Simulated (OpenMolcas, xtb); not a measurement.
# BGeH3Cl2 (SMILES Cl[B](Cl)[GeH3]): the dipole moment, rung by rung

BGeH3Cl2 has 7 atoms, charge 0, and is taken as a singlet. As SMILES, `Cl[B](Cl)[GeH3]`. Geometry: relaxed at PBE0-D4/def2-TZVP.

Each level gives the dipole moment (D). The values are calculated.

```json
{"level": "GFN0-xTB", "kind": "semi-empirical", "program": "xtb", "value (D)": "0.12", "CPU time": "under 2 s"}
{"level": "GFN1-xTB", "kind": "semi-empirical", "program": "xtb", "value (D)": "0.17", "CPU time": "under 2 s"}
{"level": "HF/cc-pVDZ", "kind": "Hartree–Fock", "program": "OpenMolcas", "value (D)": "0.62", "CPU time": "8.2 s"}
{"level": "SVWN5/cc-pVDZ", "kind": "LDA", "program": "OpenMolcas", "value (D)": "0.20", "CPU time": "19 s"}
{"level": "BLYP/cc-pVDZ", "kind": "GGA", "program": "OpenMolcas", "value (D)": "0.09", "CPU time": "29 s"}
{"level": "M06-L/cc-pVDZ", "kind": "meta-GGA", "program": "OpenMolcas", "value (D)": "0.47", "CPU time": "34 s"}
{"level": "B3LYP/cc-pVDZ", "kind": "global hybrid", "program": "OpenMolcas", "value (D)": "0.25", "CPU time": "24 s"}
```

All-electron rows without a relativistic Hamiltonian named are non-relativistic. The values span 0.09 to 0.62 D. Magnitudes only. CPU times are rough (shared hosts, several kinds of processor and program).
